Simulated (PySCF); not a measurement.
**BeTl⁺: from constants to spectrum**

RHF-CCSD(T) constants of BeTl⁺, ¹Σ⁺ (singlet), closed shell (basis Be cc-pVDZ, Tl cc-pVDZ-PP with ECP60; scalar-relativistic core potentials; PySCF 2.14; masses 9.0122 and 204.9744 u):

```
ωe   : 156.4 cm⁻¹
ωexe : 2.53 cm⁻¹
Be   : 0.19257 cm⁻¹
αe   : 0.00363 cm⁻¹
```

**Question.** What force constant and bond length do these constants imply?

**Answer.** Reduced mass μred = 8.6326 u; k = 5.8918×10⁻⁷·μred·ωe² (u, cm⁻¹, mdyn/Å) = 0.124 mdyn/Å; Re = √(16.8576/(μred·Be)) (u, cm⁻¹, Å) = 3.184 Å.

**Question.** Estimate the centrifugal constant D from the Kratzer relation and find the Dunham coefficient a1.

**Answer.** D = 4Be³/ωe² = 1.17e-06 cm⁻¹; a1 = −1 − αeωe/(6Be²) = -3.55.

Correlated steps freeze 4 core orbitals. Spin–orbit coupling is left out.
